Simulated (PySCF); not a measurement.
Species: C₄H₇F₃OS.
Atom-mapped SMILES: `[CH3:1][S:2][C@H:3]([CH3:4])[O:5][C:6]([F:7])([F:8])[F:9]` (hydrogens: H10, H11, H12 on C1; H13 on C3; H14, H15, H16 on C4)

Cartesian coordinates in Å at the PBE0-D3(BJ)/def2-SVP level; atoms count from 1:
```
atom  x, y, z in Å
C1    -2.266   -0.156   -0.340
S2    -1.242   -0.706    1.041
C3     0.314    0.141    0.654
C4     0.217    1.647    0.585
O5     0.856   -0.299   -0.597
C6     1.751   -1.293   -0.572
F7     1.274   -2.414   -0.033
F8     2.843   -0.963    0.133
F9     2.120   -1.547   -1.815
H10   -3.161   -0.793   -0.333
H11   -2.580    0.893   -0.244
H12   -1.735   -0.310   -1.291
H13    0.988   -0.160    1.472
H14   -0.215    2.037    1.516
H15    1.217    2.079    0.438
H16   -0.415    1.959   -0.258
```

Level: PBE0/def2-SVPD in PySCF, non-relativistic, on one gas-phase PBE0-D3(BJ)/def2-SVP geometry that isn't relaxed in the solvent. The solvent is an IEF-PCM continuum (cavity from Bondi-type radii × 1.2), and excitations are vertical TDDFT with non-equilibrium linear response and a frozen core. Only the electrostatic response of the medium enters.

| run | E − E(gas) (kcal/mol) | HOMO (eV) | HOMO–LUMO gap (eV) | dipole (D) | lowest singlet (eV) | static polarisability (au) |
| --- | --- | --- | --- | --- | --- | --- |
| gas | 0.00 | -6.89 | 7.17 | 2.58 | 5.64 | 77.3 |
| P | -3.85 | -6.84 | 7.31 | 3.13 | 5.72 | 98.8 |
| Q | -3.21 | -6.84 | 7.29 | 3.04 | 5.70 | 94.6 |

The runs were made in chloroform and dichloromethane. Which run belongs to which solvent?

P = dichloromethane, Q = chloroform. The dielectric constants are 4.711 (chloroform), 8.93 (dichloromethane), and the energy falls further as ε rises. The optical constants n² used for the excitations are 2.09, 2.03 in the same order. In this model the ground state sees the solvent through ε alone.

How constant is the ratio of the lowering to (ε − 1)/(2ε + 1)?

| solvent | (ε − 1)/(2ε + 1) | E − E(gas) (kcal/mol) | ratio (kcal/mol) | polarisation term (kcal/mol) |
| --- | --- | --- | --- | --- |
| chloroform | 0.356 | -3.21 | -9.0 | -3.54 |
| dichloromethane | 0.420 | -3.85 | -9.1 | -4.33 |

The ratio changes by +1.6 % in size from chloroform to dichloromethane. The polarisation term is half the interaction of the solute with the induced surface charges.
